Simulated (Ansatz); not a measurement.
Relaxation of C₂H₆FNSiSn (12 atoms, charge 0, multiplicity 1), to a largest force component of 0.015 eV/Å in at most 40 steps.

These are results of RKS B3LYP/def2-SVP in Ansatz, not measurements.

```xyz
12
Properties=species:S:1:pos:R:3:forces:R:3
N -1.225 -1.139 1.241 -0.24 1.82 -1.92
Si -0.162 0.220 0.756 -1.75 0.10 0.23
Sn 0.697 1.289 2.843 -0.25 1.17 0.80
C 1.259 -0.281 -0.208 2.37 -1.27 -1.91
C 2.200 -0.737 -0.872 0.81 0.02 -0.66
F 3.232 -1.150 -1.621 -2.28 0.84 1.72
H -1.544 -1.565 0.351 0.03 -0.24 0.81
H -0.668 -1.772 1.759 0.54 -1.38 0.71
H -0.974 1.212 -0.054 0.22 -0.38 0.19
H 1.680 2.690 2.417 -0.19 -0.43 0.22
H 1.596 0.155 3.761 0.08 0.02 0.12
H -0.686 1.898 3.801 0.66 -0.27 -0.31
```

Q: Where does it end, and by what steps?

A: The run converged. The force dipped under the threshold on the way, but the program's further checks kept it going. After 17 steps the energy has fallen by 0.416 eV; H10 moved furthest, 0.34 Å.

```csv
step,energy less start (eV),largest force component (eV/Å),accepted
0,0.0000,2.371,yes
1,-0.2893,1.023,yes
2,-0.3690,0.430,yes
3,-0.3875,0.337,yes
4,-0.3990,0.201,yes
5,-0.4121,0.068,yes
6,-0.4140,0.070,yes
7,-0.4147,0.031,yes
8,-0.4151,0.021,yes
9,-0.4153,0.034,yes
10,-0.4152,0.040,no
11,-0.4155,0.015,yes
12,-0.4156,0.019,yes
13,-0.4157,0.025,yes
14,-0.4157,0.028,yes
15,-0.4158,0.029,yes
16,-0.4158,0.024,yes
17,-0.4158,0.008,yes
```

```xyz
12
Properties=species:S:1:pos:R:3
N -1.164 -1.186 1.207
Si -0.165 0.146 0.709
Sn 0.697 1.326 2.850
C 1.292 -0.297 -0.333
C 2.280 -0.588 -0.981
F 3.313 -0.897 -1.666
H -1.746 -1.649 0.513
H -0.791 -1.868 1.862
H -1.021 1.051 -0.107
H 1.930 2.477 2.503
H 1.356 0.162 3.941
H -0.576 2.143 3.675
```

Time of the run: 78 s on 2 threads of Arm Neoverse V2, with other jobs on the host, peak memory 0.35 GiB.
